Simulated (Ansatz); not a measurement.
Consider the ligand exchange at the Si–N bond: `CN(C)[SiH]([SiH3])Cl` + CH₃OH → `CO[SiH]([SiH3])Cl` + `CNC`.

Calculated with Ansatz (gas phase, PBE0-D4/def2-TZVP geometries, no zero-point term in ΔE). CCSD(T)/CBS is the MP2 limit (def2-TZVPP, def2-QZVPP) plus CCSD(T) − MP2 in def2-TZVPP, frozen cores. This one scheme is used for every species. DFT in def2-TZVPP. B3LYP here is the variant with VWN-RPA as its local correlation; programs differ in this. HSE06 is defined as in plane-wave codes. Each species was taken in one conformer, which may not be the lowest.

```tsv
level	ΔE (kcal/mol)	difference from CCSD(T)/CBS
LDA (SPW92)	-7.3	1.3
PBE-D4	-7.5	1.1
revPBE-D4	-6.8	1.8
BLYP-D4	-8.6	0.0
r2SCAN-D4	-9.3	-0.7
B97M-V	-10.2	-1.6
PBE0-D4	-7.8	0.8
B3LYP-D4	-9.0	-0.4
r2SCANh-D4	-9.2	-0.6
r2SCAN0-D4	-9.2	-0.6
HSE06-D4	-7.8	0.8
BHLYP-D4	-9.8	-1.2
CAM-B3LYP-D4	-9.8	-1.2
ωB97X-V	-9.3	-0.7
ωB97M-V	-9.0	-0.4
B2PLYP	-10.4	-1.8
PBE-QIDH	-8.8	-0.2
PBE	-9.0	-0.4
revPBE	-9.8	-1.2
BLYP	-11.5	-2.9
r2SCAN	-9.8	-1.2
B3LYP	-11.3	-2.7
r2SCAN0	-9.8	-1.2
HSE06	-9.2	-0.6
BHLYP	-11.8	-3.2
CAM-B3LYP	-11.3	-2.7
LC-ωPBE	-9.4	-0.8
MP2/def2-SVP	-7.6	1.0
CCSD/def2-SVP	-8.4	0.2
CCSD(T)/def2-SVP	-7.9	0.7
HF/def2-TZVPP	-13.5	-4.9
MP2/def2-TZVPP	-8.2	0.4
SCS-MP2/def2-TZVPP	-9.2	-0.6
CCSD/def2-TZVPP	-9.4	-0.8
CCSD(T)/def2-TZVPP	-8.7	-0.1
HF/def2-QZVPP	-13.7	-5.1
SCS-MP2/def2-QZVPP	-9.2	-0.6
HF/CBS(def2)	-13.7	-5.1
MP2/CBS(def2)	-8.1	0.5
CCSD/CBS(def2)	-9.4	-0.8
CCSD(T)/CBS	-8.6	0
```

Largest T1 diagnostic among the species: 0.012.

In def2-TZVPP, CCSD(T) changes the Hartree–Fock value by +4.8 kcal/mol (the triples alone add +0.7 kcal/mol) and MP2 by +5.4 kcal/mol. Leaving LDA and LC-ωPBE aside and taking each functional with its dispersion term where it has one, the values spread over 3.6 kcal/mol, from B2PLYP to revPBE-D4. LDA lies +1.7 kcal/mol from PBE without D4.
